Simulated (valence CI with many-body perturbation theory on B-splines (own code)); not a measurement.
## Pr⁸⁺: electric-dipole lines

Level of theory: valence CI with perturbative core correlation (CI+MBPT): five valence electrons over a frozen Dirac-Fock core [Kr] 4d10, a basis of 7 s, 7 p, 7 d, 7 f, 4 g, 2 h functions for each j, with the one-electron correlation potential Σ1 (screened to all orders), the two-electron term Σ2, the three-electron term Σ3, Breit, model QED; selected single and double excitations, second order for the rest (own B-spline code, finite nucleus).

No measured levels were compared; by estimate terms of the open shell hold to a few per cent of their energy, and close levels can change places; configurations with another count of f electrons can be misplaced by thousands of cm⁻¹. Among the levels kept, up to 1800 cm⁻¹ of a level comes from second order outside the variational space, and about a tenth of that is noise between levels of different J, which matters for small intervals. The lowest computed level is not the ground level that NIST lists (°, for many ions itself from theory).

Lines 251 to 300 of 517 in falling wavelength, among levels below 241090 cm⁻¹, chosen from the strongest by gf and those to the six lowest levels. Wavelengths and rates use the calculated energies, so an error of 2000 cm⁻¹ moves a line at 619.0 Å by 1.2 % and its rate by three times that or more. Electric multipoles are in the length gauge, E1 and E2 with the static RPA response of the core. Weak lines are less certain than strong ones. Lines between different terms over intervals too small for the method are left out, as are lines whose strength nearly cancels. Where a level lies close to another of its J and parity, the split of strength between their lines is uncertain. The highest levels of a list are the least certain.

Names give the largest LS component (configuration and term), which can be under half, so a name can repeat, a term be missing and a line seem to break the LS rules; names also repeat where a configuration has a term twice. Letters in brackets count levels of one name in rising energy.

```csv
λ vac (Å),Upper,Lower,A (s⁻¹),S (a.u.) with core polarisation,S without
619.0,4f 5s 5p3 4F_3/2 [b],4f 5s2 5p2 4F°_3/2,3.54e+08,1.66e-01,2.17e-01
616.8,4f2 5s 5p2 6I_9/2 [b],4f 5s2 5p2 2F°_7/2 [b],6.73e+07,7.80e-02,1.03e-01
615.6,4f 5s 5p3 4G_5/2 [b],4f 5s2 5p2 4G°_5/2 [b],3.96e+08,2.74e-01,3.57e-01
615.4,4f 5s 5p3 4F_3/2 [a],5s2 5p3 2D°_5/2,4.44e+06,2.04e-03,2.55e-03
614.8,4f 5s 5p3 4H_11/2,4f 5s2 5p2 4G°_11/2,1.96e+08,2.70e-01,3.55e-01
612.4,4f 5s 5p3 4F_3/2 [c],4f 5s2 5p2 2D°_5/2,9.93e+07,4.50e-02,5.60e-02
612.1,4f 5s 5p3 2H_9/2,4f 5s2 5p2 2F°_7/2 [b],2.52e+08,2.85e-01,3.78e-01
611.4,4f2 5s 5p2 6I_9/2 [a],4f 5s2 5p2 4G°_11/2,3.04e+07,3.42e-02,4.40e-02
610.6,4f2 5s 5p2 6I_9/2 [a],4f 5s2 5p2 2F°_7/2 [a],5.02e+07,5.64e-02,7.30e-02
609.7,4f 5s 5p3 4G_9/2,4f 5s2 5p2 4G°_9/2,6.77e+08,7.57e-01,9.93e-01
609.5,4f 5s 5p3 2F_5/2,4f 5s2 5p2 2F°_5/2 [b],1.96e+08,1.32e-01,1.76e-01
609.2,4f 5s 5p3 2P_3/2,4f 5s2 5p2 4D°_3/2,1.22e+08,5.47e-02,7.27e-02
608.6,5s 5p4 2P_1/2,5s2 5p3 2P°_3/2,1.77e+08,3.94e-02,5.01e-02
608.5,4f 5s 5p3 4D_7/2,4f 5s2 5p2 4D°_7/2 [b],2.42e+08,2.16e-01,2.84e-01
608.4,4f 5s 5p3 2P_3/2,4f 5s2 5p2 2F°_5/2 [a],7.47e+07,3.32e-02,4.07e-02
608.1,4f 5s 5p3 4D_7/2,4f 5s2 5p2 4G°_5/2 [b],2.36e+08,2.10e-01,2.75e-01
608.0,4f 5s 5p3 4P_1/2,4f 5s2 5p2 2D°_3/2 [a],1.74e+08,3.85e-02,5.27e-02
606.7,4f 5s 5p3 2G_7/2,4f 5s2 5p2 2F°_7/2 [a],3.20e+07,2.82e-02,3.67e-02
606.7,4f 5s 5p3 4H_7/2,4f 5s2 5p2 4G°_5/2 [b],3.75e+07,3.31e-02,4.18e-02
606.3,4f 5s 5p3 4D_3/2,4f 5s2 5p2 4D°_1/2,2.61e+08,1.15e-01,1.51e-01
606.2,4f 5s 5p3 4G_7/2,4f 5s2 5p2 4G°_7/2,1.79e+08,1.57e-01,2.06e-01
605.4,4f 5s 5p3 4G_9/2,4f 5s2 5p2 4D°_7/2 [b],3.47e+08,3.80e-01,4.99e-01
605.3,4f 5s 5p3 4G_11/2,4f 5s2 5p2 4G°_11/2,1.88e+08,2.46e-01,3.20e-01
604.0,4f 5s 5p3 4F_7/2 [a],4f 5s2 5p2 4D°_7/2 [a],1.50e+08,1.31e-01,1.69e-01
603.5,4f 5s 5p3 4D_1/2 [a],4f 5s2 5p2 4D°_3/2,1.25e+08,2.70e-02,3.63e-02
602.7,5s 5p4 4P_3/2,5s2 5p3 2D°_3/2,2.39e+07,1.03e-02,1.36e-02
602.5,4f 5s 5p3 4D_5/2,4f 5s2 5p2 2F°_7/2 [a],4.72e+07,3.06e-02,3.92e-02
602.4,4f 5s 5p3 4D_5/2,4f 5s2 5p2 4D°_3/2,2.48e+08,1.60e-01,2.11e-01
601.5,4f 5s 5p3 4D_5/2,4f 5s2 5p2 2F°_5/2 [a],1.82e+08,1.17e-01,1.54e-01
600.8,4f 5s 5p3 2D_3/2,4f 5s2 5p2 2F°_5/2 [b],1.51e+08,6.47e-02,8.54e-02
600.2,4f 5s 5p3 4F_5/2,4f 5s2 5p2 4D°_7/2 [a],6.83e+07,4.37e-02,5.55e-02
599.7,4f 5s 5p3 2F_5/2,4f 5s2 5p2 2D°_3/2 [a],1.14e+08,7.26e-02,9.60e-02
599.6,4f2 5s 5p2 6I_9/2 [b],4f 5s2 5p2 4G°_11/2,4.74e+07,5.05e-02,6.56e-02
599.0,4f 5s 5p3 4H_11/2,4f 5s2 5p2 2G°_9/2 [a],3.14e+07,4.00e-02,5.34e-02
597.7,4f 5s 5p3 4D_1/2 [b],4f 5s2 5p2 4D°_1/2,4.99e+08,1.05e-01,1.40e-01
596.7,4f2 5s 5p2 6I_7/2,4f 5s2 5p2 2D°_5/2,3.67e+07,3.08e-02,4.07e-02
595.8,4f 5s 5p3 2H_11/2,4f 5s2 5p2 2G°_9/2 [b],2.67e+08,3.34e-01,4.44e-01
595.8,4f2 5s 5p2 6I_9/2 [a],4f 5s2 5p2 2G°_9/2 [a],8.62e+07,9.00e-02,1.18e-01
595.5,4f 5s 5p3 4D_7/2,4f 5s2 5p2 4G°_7/2,2.80e+08,2.34e-01,3.09e-01
595.5,4f 5s 5p3 4P_5/2 [a],4f 5s2 5p2 2D°_5/2,1.27e+08,7.95e-02,1.02e-01
595.2,4f 5s 5p3 4F_7/2 [b],4f 5s2 5p2 2F°_7/2 [a],1.55e+08,1.29e-01,1.70e-01
595.2,5s 5p4 2D_5/2,4f 5s2 5p2 2F°_5/2 [b],5.01e+07,3.13e-02,4.11e-02
594.5,4f 5s 5p3 4D_3/2,4f 5s2 5p2 4D°_3/2,9.69e+07,4.02e-02,5.34e-02
594.4,4f 5s 5p3 2H_9/2,4f 5s2 5p2 2F°_7/2 [a],1.44e+08,1.49e-01,1.98e-01
594.3,4f 5s 5p3 4F_7/2 [b],4f 5s2 5p2 2F°_5/2 [a],2.13e+08,1.76e-01,2.33e-01
594.2,4f 5s 5p3 4H_7/2,4f 5s2 5p2 4G°_7/2,1.07e+08,8.88e-02,1.17e-01
593.4,4f2 5s 5p2 6G_3/2,4f 5s2 5p2 4D°_1/2,6.13e+07,2.53e-02,3.39e-02
592.6,4f 5s 5p3 4G_9/2,4f 5s2 5p2 4G°_7/2,1.92e+08,1.97e-01,2.59e-01
592.1,4f 5s 5p3 2G_7/2,4f 5s2 5p2 2G°_9/2 [a],6.91e+07,5.66e-02,7.23e-02
591.3,4f 5s 5p3 4F_3/2 [a],5s2 5p3 2D°_3/2,5.43e+07,2.22e-02,2.91e-02
```
